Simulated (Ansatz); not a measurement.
Basis sets compared for the cluster Si2O2. The state is a singlet with charge 0. Geometry PBE0-D4/def2-TZVP. Ansatz on 4 threads of Arm Neoverse V1 on a shared host; times are rough, and most runs start from earlier orbitals.

Cartesian coordinates in Å:
```
Si -0.218 0.077 -1.198
Si 0.218 -0.077 1.198
O 0.916 -0.699 -0.212
O -0.916 0.700 0.212
```

The structure comes from a short search, and lower isomers may exist.

Binding counts from free atoms (Si triplet, O triplet) in the same basis, without a counterpoise term.

```csv
level,functions,energy (Eh),HOMO (eV),LUMO (eV),binding per atom (eV),wall time
PBE-D4/def2-SVP,64,-728.7684,-5.79,-3.24,4.70,0.4 s
PBE-D4/def2-TZVP (with forces),136,-729.1750,-5.88,-3.23,4.83,0.85 s
r2SCAN-D4/def2-TZVP,136,-729.4884,-6.09,-3.15,4.69,1.8 s
PBE0-D4/def2-SVP,64,-728.8098,-6.91,-2.40,4.46,0.5 s
PBE0-D4/def2-TZVP,136,-729.2161,-6.97,-2.37,4.63,1 s
```

Task: Estimate the rows for PBE-D4/def2-TZVPD, r2SCAN-D4/def2-TZVPD, PBE0-D4/def2-TZVPD.

Result: 
```csv
level,functions,energy (Eh),HOMO (eV),LUMO (eV),binding per atom (eV),wall time
PBE-D4/def2-TZVPD,166,-729.1770,-5.93,-3.27,4.83,1.1 s
r2SCAN-D4/def2-TZVPD,166,-729.4899,-6.12,-3.18,4.69,2.4 s
PBE0-D4/def2-TZVPD,166,-729.2177,-7.00,-2.40,4.63,1.4 s
```
